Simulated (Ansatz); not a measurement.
`C[SiH2][GeH2][OH]` + `NCF` → `C[SiH2]C(N)F` + `[OH][GeH3]`  (formal exchange of groups at the Si–Ge bond)

Program: Ansatz. Geometries: PBE0-D4/def2-TZVP. ΔE: electronic, gas phase. CCSD(T)/CBS is the MP2 limit (def2-TZVPP, def2-QZVPP) plus CCSD(T) − MP2 in def2-TZVPP, frozen cores. Functionals use def2-TZVPP. B3LYP here is the variant with VWN-RPA as its local correlation; programs differ in this. For Ge outer-core shells are correlated without core-valence functions, which leaves a few kJ/mol of doubt a bond. Scalar relativity is left out up to krypton. Each species was taken in one conformer, which may not be the lowest.

Question: Is it downhill or uphill in electronic energy at CCSD(T)/CBS, and by how much? (Best estimate.)

Answer: Computed: Uphill: ΔE = +36.8 kJ/mol.

Question: What do these levels give: PBE-D4, r2SCAN-D4, B3LYP-D4, PBE0, B3LYP, CCSD/def2-TZVPP, CCSD(T)/def2-TZVPP, HF/def2-QZVPP, SCS-MP2/def2-QZVPP, HF/CBS(def2), MP2/CBS(def2), CCSD/CBS(def2)? (Best estimate.)

Answer: Computed: PBE-D4 42.9, r2SCAN-D4 37.8, B3LYP-D4 37.1, PBE0 43.9, B3LYP 39.0, CCSD/def2-TZVPP 37.1, CCSD(T)/def2-TZVPP 36.7, HF/def2-QZVPP 34.9, SCS-MP2/def2-QZVPP 33.6, HF/CBS(def2) 34.7, MP2/CBS(def2) 35.3, CCSD/CBS(def2) 37.2 kJ/mol.

Largest T1 diagnostic among the species: 0.012.
